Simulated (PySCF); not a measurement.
CH2Cl, SMILES [CH2]Cl (connectivity only; charge and spin as stated), charge +1, multiplicity 1.

Geometry: B3LYP-D3(BJ)/def2-TZVP. The multiplicity is an assumed one; other spin states were not compared. The isomer is the one that the SMILES or the coordinates give; other isomers of the formula were not compared.

Calculation: PBE/def2-TZVPD (PySCF).

Isolated molecule, no solvent.

| Quantity | Value |
|---|---|
| total energy | -498.91018 hartree |
| point group | C2v |
| highest occupied level | -15.38 eV |
| lowest empty level | -12.41 eV |
| orbital gap | 2.98 eV |
| dipole moment about the centre of nuclear charge | 2.57 D |
| mean static polarisability | 21.5 bohr³ (3.18 Å³) |
| polarisability, principal values | 15.9, 18.6, 29.9 bohr³ |
